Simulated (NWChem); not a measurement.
Molecule: MoO₂ClF; SMILES [F][Mo]([Cl])(=[O])=[O]

Results from NWChem. Medium grid unless said otherwise, to which SCAN and Minnesota functionals are sensitive. Geometry: optimised at PBE0/def2-SVP. def2 effective core potentials on Mo; no spin-orbit coupling. Hybrids' shares of exact exchange are those that their runs print; pure functionals count as 0. The functionals differ in more than this share.

```
row              share of exact exchange  highest occupied level (eV)
---------------  -----------------------  ---------------------------
TPSS/def2-SVP                       0.00                        -8.48
TPSSh/def2-SVP                      0.10                     withheld
B3LYP/def2-SVP                      0.20                        -9.67
B3PW91/def2-SVP                     0.20                        -9.78
M06-2X/def2-SVP                     0.54                       -11.49
```

Question: Fit a straight line of the last column on the one before it, predict the withheld value, and compare with the run.

Answer: 
1. Means of the 4 shown rows: x = 0.235, y = -9.855. Slope Σ(x − x̄)(y − ȳ)/Σ(x − x̄)² = -0.8309/0.1507 = -5.514; intercept -8.559.
2. The shown rows scatter about the line by 0.075 (root mean square); the largest residual is -0.12, at B3PW91/def2-SVP.
3. At x = 0.10 (TPSSh/def2-SVP; inside the shown range) the line gives -9.11.
4. The run gives -9.16, -0.05 from the line, 0.7 times the scatter.
